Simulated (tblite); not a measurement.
C₉H₈O₂Si.
Atom-mapped SMILES: `[O:1]=[C:2]([OH:3])[c:4]1[cH:5][cH:6][cH:7][c:8]2[c:9]1[CH:10]=[CH:11][SiH2:12]2` (hydrogens: H13 on O3; H14 on C5; H15 on C6; H16 on C7; H17 on C10; H18 on C11; H19, H20 on Si12)

Structure used (GFN2-xTB), in Å, numbered top down from 1:
```
atom  x, y, z in Å
O1     3.362    0.283   -1.232
C2     2.446   -0.301   -0.703
O3     2.532   -1.612   -0.420
C4     1.190    0.354   -0.279
C5     1.272    1.738   -0.085
C6     0.183    2.464    0.344
C7    -1.025    1.818    0.584
C8    -1.142    0.461    0.371
C9    -0.033   -0.290   -0.070
C10   -0.328   -1.699   -0.295
C11   -1.578   -2.104   -0.034
Si12  -2.638   -0.675    0.573
H13    3.398   -1.944   -0.704
H14    2.220    2.219   -0.275
H15    0.268    3.530    0.493
H16   -1.879    2.382    0.930
H17    0.445   -2.356   -0.661
H18   -1.880   -3.128   -0.182
H19   -3.744   -0.330   -0.321
H20   -3.076   -0.800    1.964
```

Calculated harmonic vibrations of the isolated species, GFN2-xTB (tblite), most abundant isotopes, no scaling. Errors from tens to a few hundred cm⁻¹ against measured bands are possible. Modes of hydrogen on silicon can be 10 to 20 % off. One conformer, not necessarily the lowest.

Harmonic wavenumbers (cm⁻¹): 38.8, 73.4, 157.4, 171.7, 183.6, 296.9, 311.0, 343.2, 368.5, 412.5, 461.6, 474.3, 509.6, 528.1, 549.4, 602.7, 610.2, 638.8, 668.6, 674.1, 726.3, 758.4, 780.2, 790.6, 807.7, 837.2, 851.2, 910.7, 913.6, 925.8, 1089.6, 1105.5, 1120.4, 1144.2, 1175.5, 1204.3, 1230.7, 1267.0, 1302.9, 1344.0, 1405.7, 1437.0, 1558.8, 1572.6, 1592.7, 1743.3, 2254.4, 2260.1, 3069.4, 3085.3, 3091.1, 3097.2, 3108.6, 3443.3.

A = 1440, B = 678.0, C = 468.9 MHz; mass 176.029 u (most abundant isotopes); point group C1, symmetry number 1.

Question: What is the zero-point energy?

Answer: Half the sum of the wavenumbers: 30540 cm⁻¹ = 87.32 kcal/mol.

Question: Give the ideal-gas entropy at 200 K and 1 bar in the rigid-rotor, harmonic-oscillator model (classical rotation).

Answer: Translation 39.45, rotation 29.74, vibration 18.36: S = 87.5 cal/(mol K).

Question: And Cp and H(200 K) − H(0)?

Answer: Cp = 31.27 cal/(mol K), of which vibrations give 23.32 (their classical limit is 54 R = 107.3); H(200 K) − H(0) = 3.66 kcal/mol without the zero-point energy, 2.07 from vibrations.

Question: How do the functions run with temperature in this model?

Answer: 
```tsv
T (K)	S (cal/(mol K))	Cp (cal/(mol K))	H − H(0) (kcal/mol)	G − H(0) (kcal/mol)	ln q(vib)
100	71.3	17.7	1.24	-5.89	1.59
300	102.9	45.2	7.50	-23.37	6.77
500	131.4	66.7	18.85	-46.87	12.69
800	167.2	84.9	41.89	-91.87	21.43
1000	187.0	92.1	59.62	-127.33	26.82
```

q(vib) and H(0) count from the zero-point level.

Question: What must be added to the electronic energy to get the Gibbs energy at 200 K and 1 bar?

Answer: ZPE + [H(200 K) − H(0)] − T·S = 87.32 + 3.66 − 17.51 = 73.47 kcal/mol.

Question: Blend soft modes into free rotors: weight 1/[1 + (100 cm⁻¹/ν̃)⁴] for the oscillator and the rest for a rotor with moment μB/(μ + B), μ = h/(8π²ν), B = 10⁻⁴⁴ kg m². What vibrational entropy results?

Answer: 16.95 cal/(mol K) in place of 18.36, which changes −T·S at 200 K by +0.28 kcal/mol.

Hindered rotation and anharmonicity are outside this model. Other conformers, if any are populated, would add a mixing term that is left out. The structure is chiral; the term R ln 2 for an equal mix with its mirror image is left out.
